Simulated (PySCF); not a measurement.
CH3F3Sn, SMILES F[C](F)(F)[SnH3] (PBE0/def2-SVP optimised geometry):

```
8

Sn    -0.539    -0.331     0.000
C     -1.190    -1.288     1.874
F     -0.733    -0.631     2.949
F     -0.752    -2.551     1.967
F     -2.526    -1.326     1.973
H     -1.167     1.256     0.000
H     -1.168    -1.256    -1.288
H      1.168    -0.331     0.000
```

Method: PBE0/def2-TZVP, def2 effective core potentials past Kr in PySCF.

### Question
What are the frontier orbital energies and the dipole moment?

### Answer
HOMO-2 -9.68 eV, HOMO-1 -9.68 eV, HOMO -8.81 eV, LUMO -0.25 eV, LUMO+1 0.21 eV; dipole moment 2.18 D.

On the same geometry PySCF 2.14.0 with PBE/def2-TZVP, def2 effective core potentials past Kr gives HOMO-2 -8.38 eV, HOMO-1 -8.38 eV, HOMO -7.39 eV, LUMO -0.98 eV, LUMO+1 -0.71 eV; dipole moment 1.90 D.
